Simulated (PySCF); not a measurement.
A made-up structure of InBH₃Cl, singlet:

| atom | x (Å) | y (Å) | z (Å) |
| --- | --- | --- | --- |
| B1 | -0.8837 | 0.1879 | -0.9014 |
| In2 | 0.4191 | -0.0014 | 0.9035 |
| Cl3 | 2.4687 | -0.9640 | 0.2157 |
| H4 | -1.6028 | -0.7054 | -1.2341 |
| H5 | -0.8454 | 1.1665 | -1.5847 |
| H6 | -0.1749 | -0.7013 | -0.7295 |

It is relaxed with PBE-D4/def2-SVP and then PBE0-D4/def2-TZVP (PySCF 2.14 with density fitting (its default auxiliary sets; JK sets also for MP2 and CCSD(T))). Atoms count as bonded within 1.22 times the sum of their covalent radii (H–H: 0.88 Å). The end point is not checked to be a true minimum.

(1) Does its bonding change? (Judge from chemistry; the calculation decides.)

## Answers

(1) Computed: Yes. Formed: none; broken: In2–H6.

Where it ends: The first stage lowers the energy by 1.97 eV in 26 steps. It ends as InBH₃Cl ([BH3][In][Cl]):
```
6
angstrom
B -0.8729 -0.1860 -1.2610
In 0.7929 -0.2003 0.3007
Cl 2.5070 -0.2216 1.9033
H -1.7900 -0.4798 -0.5381
H -0.7750 0.9617 -1.6114
H -0.4324 -1.0384 -1.9887
```

Labels in which every atom is bracketed show which atoms are joined, not bond orders.

For scale, one of the runs: PBE0-D4/def2-TZVP relaxation, 136 basis functions, launched by `OMP_NUM_THREADS=2 python run.py`. Time: 76 s of wall clock on 2 CPU threads of an Intel Xeon; the host was shared. Peak host memory: 1.2 GiB.
